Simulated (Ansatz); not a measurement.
```yaml
crystal:
  periodic: [false, false, false]
  atoms:
    - {symbol: C, position_ang: [-2.838078, 1.460438, 0.591001]}
    - {symbol: O, position_ang: [-1.676199, 0.790022, 0.232092]}
    - {symbol: Hf, position_ang: [-0.186674, -0.309407, -0.228291]}
    - {symbol: O, position_ang: [-0.226148, -2.042244, 0.611965]}
    - {symbol: O, position_ang: [0.001249, -0.533791, -2.135329]}
    - {symbol: S, position_ang: [1.776932, 0.911506, 0.613529]}
    - {symbol: C, position_ang: [3.062024, -0.310630, 0.175088]}
    - {symbol: H, position_ang: [-3.460075, 0.838750, 1.243685]}
    - {symbol: H, position_ang: [-2.591699, 2.382965, 1.126200]}
    - {symbol: H, position_ang: [-3.422023, 1.723122, -0.297477]}
    - {symbol: H, position_ang: [-0.387592, -2.948873, 0.847659]}
    - {symbol: H, position_ang: [-0.071322, -0.320483, -3.059476]}
    - {symbol: H, position_ang: [4.026150, 0.112194, 0.457294]}
    - {symbol: H, position_ang: [2.919284, -1.244419, 0.719221]}
    - {symbol: H, position_ang: [3.074180, -0.509150, -0.897169]}
basis:
  gaussian: {orbitals: def2-SVP}
total_charge: 1
magnetization: {spin_polarized: true, initial_magnetization: 2}
hamiltonian: {xc: {name: BHLYP}}
accuracy: high
output: {forces: true}
```

```sh
$ ansatz run in.yaml --threads 2 --pin off --events-out ev --progress --plain --max-ram 22528MiB --backend cpu
```

Output, abridged:

```
Error: a molecule whose nuclei and cores have a total charge of 72 cannot have a net charge of 1 together with 2 unpaired electrons
```

Q: Something in this input is off. What?

A: The number of unpaired electrons doesn't fit the electron count. The program refused the input.
